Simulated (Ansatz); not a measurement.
```yaml
atoms:
  - { symbol: Co, position_ang: [0.0000, 0.0000, 0.0000] }
  - { symbol: Cl, position_ang: [0.0000, 0.0000, 2.0656] }
```

Basis set: pcseg-2 (spherical functions). Charge 0, multiplicity 3.

Computed with Ansatz (development build ahead of 0.2.0); each method stands on the lowest determinant of its kind that the runs found.

Question: Give the atomization energy at this shape (free ground-state atoms in the same class of orbitals less the molecule, no zero-point energy) of triplet CoCl by PBE (unrestricted), ROHF.

Answer:

```csv
method,atomization energy
PBE (unrestricted),3.98 eV
ROHF,0.97 eV
```

Caution: other spin multiplicities were not run. Caution for ROHF: in another basis set an unrestricted determinant lies well below.

The shape needn't be a minimum at these levels.
